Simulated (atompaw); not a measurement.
## u(r) = r·R(r): atom against pseudo-atom (Gd (Z = 64))

Columns: radius, all-electron u(r) and pseudo u(r) of the 6p shell (level -2.36 eV) of gadolinium in the configuration [Kr] 4d10 4f7 5s2 5p6 5d1 6s1.75 6p0; PBE, scalar-relativistic, PAW (atompaw) scheme, atompaw 4.2.0.5.

```
r (bohr)  all-electron   pseudo
   0.115       -0.0333  -0.0007
   0.231       -0.0501  -0.0029
   0.346        0.0724  -0.0063
   0.462        0.1188  -0.0105
   0.577        0.0769  -0.0152
   0.692       -0.0036  -0.0198
   0.808       -0.0853  -0.0238
   0.923       -0.1483  -0.0265
   1.038       -0.1876  -0.0275
   1.154       -0.2042  -0.0260
   1.269       -0.2012  -0.0217
   1.385       -0.1827  -0.0141
   1.500       -0.1532  -0.0030
   1.615       -0.1160   0.0116
   1.731       -0.0736   0.0300
   1.846       -0.0290   0.0517
   1.962        0.0168   0.0768
   2.077        0.0619   0.1043
   2.192        0.1058   0.1340
   2.308        0.1481   0.1655
   2.423        0.1878   0.1976
   2.538        0.2249   0.2298
   2.654        0.2598   0.2617
   2.769        0.2916   0.2921
   2.885        0.3209   0.3210
   3.000        0.3474   0.3474
```

Problem. How many radial nodes do the two functions have?

Solution. The all-electron 6p function has n − l − 1 = 4 (the table is too coarse to show those close to the nucleus); the pseudo-wave has 1, since 1 lower shell of the same l stays in the valence.

Problem. Is the pseudo-wave norm-conserving?

Solution. No, it belongs to a PAW set: the norm inside the radius is not constrained, and the difference is carried by the augmentation charge.
